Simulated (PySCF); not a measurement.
# Electron correlation in Ni²⁺ (nickel, charge +2)

[Ar] 3d7 4p1, one real determinant (an excited configuration). Computed with PySCF 2.14 in aug-cc-pVTZ-DK, with scalar relativity by spin-free X2C-1e. Frozen: [Ar]; 8 electrons correlated.

```tsv
level	correlation energy (mhartree)
CCSD	-195.05
(T)	-3.53
CCSD(T)	-198.58
```

Diagnostics: T1 = 0.0083, D1 = 0.0235, largest double amplitude 0.033.

The real determinant used has ⟨L²⟩ near 14 against 20 for a pure G term, so it mixes terms.

Cost of the coupled-cluster step: about 90 core-seconds, for 8 correlated electrons.

The reference is one real determinant that mixes LS terms of this configuration.
